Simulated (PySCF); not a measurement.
**Bond curve of HgC**

Set-up: PySCF, scalar-relativistic core potentials, basis sets Hg cc-pVDZ-PP with ECP60, C cc-pVDZ. Energies in eV from Hg + C in their ground configurations at the same level. State: ³Σ⁻ (triplet), unpaired electrons π ↑↑.

All columns are PBE0. A positive dipole means Hg(−)C(+).

```tsv
R (Å)	E (eV)	μ (D)	Mulliken charge on Hg (basis-dependent)	HOMO (eV)	LUMO (eV)	Mayer bond order	⟨S²⟩
1.858	-0.248	-2.55	0.35	-6.67	-2.87	1.72	2.02
1.944	-0.524	-2.52	0.34	-6.67	-3.00	1.53	2.03
2.030	-0.665	-2.48	0.32	-6.67	-3.11	1.36	2.03
2.095	-0.711	-2.43	0.30	-6.67	-3.18	1.24	2.03
2.160	-0.722	-2.38	0.28	-6.68	-3.24	1.14	2.03
2.225	-0.710	-2.32	0.25	-6.69	-3.29	1.04	2.03
2.311	-0.670	-2.23	0.22	-6.71	-3.36	0.92	2.03
2.419	-0.601	-2.10	0.19	-6.74	-3.42	0.78	2.03
2.549	-0.510	-1.93	0.15	-6.79	-3.48	0.64	2.02
2.722	-0.394	-1.68	0.11	-6.88	-3.54	0.48	2.01
```

A fit through these points gives, at Re = 2.154 Å, μ = -2.38 D and dμ/dR = 0.871 D/Å; the reduced mass is 11.33 u.

Q: How strong is the fundamental in the double-harmonic approximation, I = 42.26·(dμ/dR)²/μred km/mol?

A: I = 42.26·(0.871)²/11.33 = 2.83 km/mol at PBE0.

These are scalar-relativistic numbers at best; spin–orbit coupling would shift them, the dissociation energy most. The state was picked by a PBE0 search and need not be the measured ground state.
